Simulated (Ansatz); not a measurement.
Isomers of C₂H₆FNOSi, relaxed with PBE0-D4/def2-TZVP in Ansatz; electronic energies, one conformer each and not always the lowest. Functionals use def2-TZVPP; CBS adds triple-zeta CCSD(T) − MP2 to the MP2 limit of def2-TZVPP and def2-QZVPP.

Order them by energy at frozen-core CCSD(T)/CBS, lowest first. (Estimate.)
A. `N[Si]1(F)COC1`
B. `FC1OCN1[SiH3]`
C. `N[Si]1(F)CCO1`

C (0.0 kcal/mol), A (47.3 kcal/mol), B (111.6 kcal/mol).

How do PBE-D4, HF/CBS(def2), ωB97M-V, MP2/CBS(def2) place them (kcal/mol, against `N[Si]1(F)CCO1`)? (Best estimate.)

Ansatz gave: 
```
         isomer  PBE-D4  HF/CBS(def2)  ωB97M-V  MP2/CBS(def2)
`N[Si]1(F)COC1`    43.2          48.7     46.5           49.0
`FC1OCN1[SiH3]`   102.8         106.4    108.7          116.5
```
